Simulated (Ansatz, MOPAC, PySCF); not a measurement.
System: SbCl₂, net charge 1, singlet state. SMILES: [Cl][Sb+][Cl]
Geometry: optimised at B3LYP-D3(BJ)/def2-TZVP (Ansatz, a program for electronic structure).

Unscaled harmonic wavenumbers (cm⁻¹) in rising order, each level at the stationary point that it reaches from this structure (no distance between atoms moves by over 0.3 Å); the order of modes can differ between levels, and a negative number is imaginary. B3LYP-D3(BJ)/def2-TZVP (PySCF, at the structure above): 141, 412, 422.

AM1 (MOPAC): 147, 367, 379. Zero-point energy 1.3 against 1.4 kcal/mol.

PM7 (MOPAC): 107, 407, 419. Zero-point energy 1.3 against 1.4 kcal/mol.

HF/3-21G (Ansatz): 135, 393, 396. Zero-point energy 1.3 against 1.4 kcal/mol.

HF/6-31G* with LANL2DZ past Ar (Ansatz): 157, 405, 417. Zero-point energy 1.4 against 1.4 kcal/mol.
